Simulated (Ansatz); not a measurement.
The same group exchange along the group O, S, Se.

Gas-phase electronic energies from Ansatz, PBE0-D4/def2-TZVP geometries. CCSD(T)/CBS is the MP2 limit (def2-TZVPP, def2-QZVPP) plus CCSD(T) − MP2 in def2-TZVPP, frozen cores. Functionals use def2-TZVPP. B3LYP here is the variant with VWN-RPA as its local correlation; programs differ in this. For Se outer-core shells are correlated without core-valence functions, which leaves a few kJ/mol of doubt a bond. Scalar relativity is left out up to krypton. Each species was taken in one conformer, which may not be the lowest.

```csv
reaction,B3LYP-D4 (eV)
`C[CH2][AlH][OH]` + `C[SiH](F)Cl` → `C[Si](O)(F)Cl` + `C[CH2][AlH2]`,0.27
`C[CH2][AlH][SH]` + `C[SiH](F)Cl` → `C[Si](F)(S)Cl` + `C[CH2][AlH2]`,0.66
`C[CH2][AlH][SeH]` + `C[SiH](F)Cl` → `C[Si](F)(Cl)[SeH]` + `C[CH2][AlH2]`,0.72
```

(1) Give the CCSD(T)/CBS values in the same order. (Estimate.)

Largest T1 diagnostic: 0.011, for `C[CH2][AlH][OH]`.

## Answers

(1) Computed: 0.28, 0.69, 0.76 eV.
